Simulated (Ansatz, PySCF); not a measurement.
Species: CsLi (charge 0, singlet). SMILES: [Li][Cs]
Geometry: optimised at B3LYP-D3(BJ)/def2-TZVP (Ansatz, a quantum-chemistry and plane-wave program).

Quantity: atomisation energy, in kcal/mol. Set-up: UHF or UKS for open shells; LANL2DZ with its own core potentials from Na on; valence correlation only (noble-gas shells and the d and f shells of earlier blocks; the outer core of K, Ca and congeners matters and is frozen too); def2 sets with scalar-relativistic core potentials past Kr; STO-3G and 3-21G all-electron and non-relativistic; atomisation electronic, to ground-state atoms; spin-orbit terms left out; 6-31G* and kin with 6d, 5d where marked. Ab initio and DFT rows: single points at B3LYP-D3(BJ) geometries (Ansatz).

```csv
level,program,atomisation energy (kcal/mol)
SVWN5/6-31G* with LANL2DZ past Ar,Ansatz,16.5
PBE/3-21G,Ansatz,14.2
PBE/def2-SVP,Ansatz,15.1
BLYP/6-31G* with LANL2DZ past Ar,Ansatz,13.3
BP86/def2-SVP,PySCF,14.2
B3LYP/LANL2DZ,Ansatz,12.9
B3LYP/6-31G* with LANL2DZ past Ar,Ansatz,12.9
B2PLYP-D3(BJ)/def2-TZVPD,Ansatz + dftd3,13.6
```

No value to compare with is used here. The 7 habitual levels span 12.9 (B3LYP/LANL2DZ) to 16.5 kcal/mol (SVWN5/6-31G* with LANL2DZ past Ar); B2PLYP-D3(BJ)/def2-TZVPD gives 13.6.

The levels are drawn from those run, B3LYP/6-31G* more often than the rest, none by its result; left out are runs that failed, that the program found above a lower state of the same kind, or whose <S^2> lies over 0.5 above the pure value.
